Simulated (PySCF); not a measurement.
# One molecule, many functionals

Compound: CH7O2PSi2.
Atom-mapped SMILES: `[O:1]=[C:2]([OH:3])[Si@H:4]([SiH3:5])[PH2:6]` (hydrogens: H7 on O3; H8 on Si4; H9, H10, H11 on Si5; H12, H13 on P6)

Linear-response calculations in the def2-SVPD basis (PySCF; singlets by full response, triplets Tamm–Dancoff, core orbitals frozen in the response; HF means time-dependent Hartree–Fock). 'Strongest' is the level of largest summed f among the singlets computed (10 roots, of which the last may lack a degenerate partner); it can jump between rows when another state enters that window. S1 is the lowest singlet of each run and needn't be the same state throughout; f(S1) is that of one state. One conformer (not necessarily the lowest) at the PBE0-D3(BJ)/def2-SVP geometry, without solvent, vibrations or thermal averaging.

| functional | kind | S1 (eV) | f(S1) | strongest (eV) | T1 (eV) | HOMO (eV) | gap (eV) | ionisation energy, ΔSCF (eV) |
| --- | --- | --- | --- | --- | --- | --- | --- | --- |
| LDA | LDA | 4.49 | 0.001 | 5.86 | 4.20 | -6.63 | 4.39 | 9.28 |
| PBE | GGA | 4.61 | 0.001 | 5.84 | 4.16 | -6.48 | 4.46 | 9.56 |
| B3LYP | global hybrid, 20% exact exchange | 4.96 | 0.002 | 6.14 | 4.37 | -7.52 | 6.29 | 9.50 |
| PBE0 | global hybrid, 25% exact exchange | 5.00 | 0.002 | 7.03 | 4.35 | -7.74 | 6.74 | 9.54 |
| BHandHLYP | global hybrid, 50% exact exchange | 5.25 | 0.003 | 7.40 | 4.60 | -8.76 | 8.86 | 9.72 |
| CAM-B3LYP | range-separated hybrid | 5.09 | 0.002 | 7.24 | 4.46 | -9.02 | 9.18 | 9.79 |
| wB97X-D | range-separated hybrid | 5.08 | 0.002 | 7.27 | 4.49 | -9.56 | 10.37 | 9.78 |
| LC-wPBE | range-separated hybrid | 5.12 | 0.002 | 7.55 | 4.43 | -10.35 | 11.67 | 9.86 |
| HF | Hartree–Fock | 5.68 | 0.004 | 7.85 | 4.94 | -10.32 | 12.41 | not settled |

S1 runs from 4.49 eV (LDA) to 5.68 eV (HF), a spread of 1.18 eV, while the orbital gap spreads over 8.0 eV. Along PBE (0%), B3LYP (20%), PBE0 (25%), BHandHLYP (50%), HF (100%) S1 rises with the share of exact exchange. −ε(HOMO) comes closest to its own ΔSCF ionisation energy with wB97X-D (-0.22 eV) and misses most with PBE (-3.08 eV). 'Not settled' means that the ion's SCF failed to converge or may have ended in another state than the lowest.
